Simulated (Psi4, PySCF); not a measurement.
Input for Psi4:
```
memory 2 GB

molecule mol {
0 1
  Si   -1.058468    0.091799    0.221558
  P     1.099533   -0.072406   -0.339917
  H    -1.783741   -0.885060   -0.589350
  H    -1.478363    1.454937   -0.099984
  H    -1.306348   -0.172699    1.640990
  H     1.320502   -1.267441    0.319932
  H     1.573497    0.671163    0.725354
}

set basis 6-31g**
set reference rks
set scf_type pk
set puream true
set d_convergence 1e-8
set dft_radial_points 99
set dft_spherical_points 590

energy('b97m-v')
print_variables()
```

Question: Convert this to an input for PySCF.

Answer: This is not unique; one that fits is 
```python
from pyscf import gto, scf, dft

mol = gto.Mole()
mol.atom = '''
    Si   -1.058468    0.091799    0.221558
    P     1.099533   -0.072406   -0.339917
    H    -1.783741   -0.885060   -0.589350
    H    -1.478363    1.454937   -0.099984
    H    -1.306348   -0.172699    1.640990
    H     1.320502   -1.267441    0.319932
    H     1.573497    0.671163    0.725354
'''
mol.basis = '6-31g**'
mol.charge = 0
mol.spin = 0
mol.verbose = 4
mol.build()

mf = dft.RKS(mol)
mf.xc = 'b97m_v'
mf.grids.atom_grid = (99, 590)
mf.grids.prune = None
mf.kernel()
```

Both were run: Psi4 gave -633.643189 Eh and PySCF -633.643190 Eh, 0.002 mEh apart.
